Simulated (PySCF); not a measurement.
# Electron correlation in Ne³⁺ (neon, charge +3)

[He] 2s2 2p3, high-spin 4S determinant. Computed with PySCF 2.14 in aug-cc-pVTZ with one added diffuse shell each of s, p, d, f type (6s5p4d3f, 62 functions), with no relativity, point nucleus. Frozen: 1s2; 5 electrons correlated.

MP2 pair energies summed by pair of shells (mhartree):

| pair | energy | share (%) |
| --- | --- | --- |
| 2s-2p | -67.95 | 66.9 |
| 2p-2p | -23.86 | 23.5 |
| 2s-2s | -9.76 | 9.6 |

Total MP2 correlation energy: -101.57 mhartree.

Same-spin part -29.27 and opposite-spin part -72.30 mhartree; SCS-MP2 scales them by 1/3 and 6/5 to -96.52 mhartree.
